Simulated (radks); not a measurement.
Numerical settings for the bismuth ion Bi+, [Hg] 6p2. All-electron calculation, Dirac Kohn-Sham, PBEsol, spin-unpolarised, spherical densities, point nucleus; open shells fill j = l - 1/2 first. Program: a radial shooting solver on a logarithmic mesh with Libxc functionals. The defaults (mesh step 0.008 in ln r, mesh end at 40 bohr or more with all orbitals vanishing there, Anderson mixing 0.5 over 9 steps, residual threshold near 1e-9 with the energy settled to 1e-9 hartree or 1e-11 of itself, here a cap of 53 iterations) give E = -21575.539 hartree and 6p1/2 at -12.595 eV in 15 iterations. Run on one thread of a shared host, so times are rough (Arm Neoverse N1): 0.26 s of CPU time, 0.26 s wall, 15 iterations on 2648 mesh points. Changes against that run (0 stands for a change within the tolerance of the run):

setting                    iterations  converged  E (mhartree)  e(6p1/2) (meV)  CPU (s)
mesh step in ln r 0.012            15        yes             0               0     0.18
mesh step in ln r 0.005            15        yes             0               0     0.41
mesh step in ln r 0.05             15        yes        +0.254        +0.00513     0.07
mesh end (bohr) 12                 15        yes             0         +0.0471     0.25
mesh end (bohr) 400                15        yes             0               0     0.27
residual threshold 1e-13           22        yes             0               0     0.32
residual threshold 0.1              8        yes             0           +2.52     0.18
mixing 1                           13        yes             0               0     0.24
linear mixing, mixing 0.8          53         no             0          -0.572     0.84
linear mixing, mixing 1            53         no     +4.61e+05       -9.35e+05      2.9
mixing history 20                  20        yes             0               0     0.32
iteration cap 3                     3         no         +38.9            -721     0.07

No run marked as converged misses the energy by more than 1 mhartree. A mesh that ends early acts as a hard wall.
